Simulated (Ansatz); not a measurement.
`B[SiH](F)BO` → `BBO` + `F[SiH]` at 400 K and 1 bar (silylene formation by 1,1-elimination).

Gas-phase electronic energies from Ansatz, PBE0-D4/def2-TZVP geometries. CCSD(T)/CBS adds triple-zeta CCSD(T) − MP2 to the extrapolated MP2 energy (def2 sets, frozen cores). This one scheme is used for every species. Each species was taken in one conformer, which may not be the lowest.

| species | CCSD(T)/CBS energy (Eh) | H − E (kJ/mol) | S (J/(mol·K)) |
| --- | --- | --- | --- |
| `B[SiH](F)BO` | -516.69666 | 191.2 | 394.6 |
| `BBO` | -127.16606 | 145.0 | 290.9 |
| `F[SiH]` | -389.46371 | 36.4 | 250.8 |

H − E and S are ideal-gas, rigid-rotor, harmonic terms from PBE0-D4/def2-TZVP, for one conformer and one mirror image of each species. 1 Eh = 2625.50 kJ/mol, R = 8.31446 J/(mol·K).

By hand: ΔE, ΔH, ΔS and ΔG.

ΔE = (-127.16606) + (-389.46371) − (-516.69666) = 0.06689 Eh = 175.6 kJ/mol. Δ(H − E) = 145.0 + 36.4 − 191.2 = -9.8, so ΔH = 165.8 kJ/mol. ΔS = 290.9 + 250.8 − 394.6 = 147.1 J/(mol·K). ΔG = 165.8 − 400 × (147.1)/1000 = 107.0 kJ/mol.

By hand: the equilibrium constant, and the temperature at which ΔG would vanish if ΔH and ΔS stayed fixed.

log₁₀ K = −ΔG/(RT ln 10) = -14.0. ΔG = 0 at ΔH/ΔS = 1127 K.

The number of gas molecules changes by +1, which sets the sign of ΔS. A doubt of 5 kJ/mol in ΔE shifts log₁₀ K by 0.7 here. Other conformers and mirror images would add mixing entropy, several J/(mol·K) or more a flexible species. Modes under 60 cm⁻¹, often nearly free rotors, make the harmonic entropy too high. These are equilibria of isolated gas molecules and say nothing of rates. Largest T1 diagnostic: 0.015 (customary marks: 0.02 for closed shells, 0.045 for open ones).
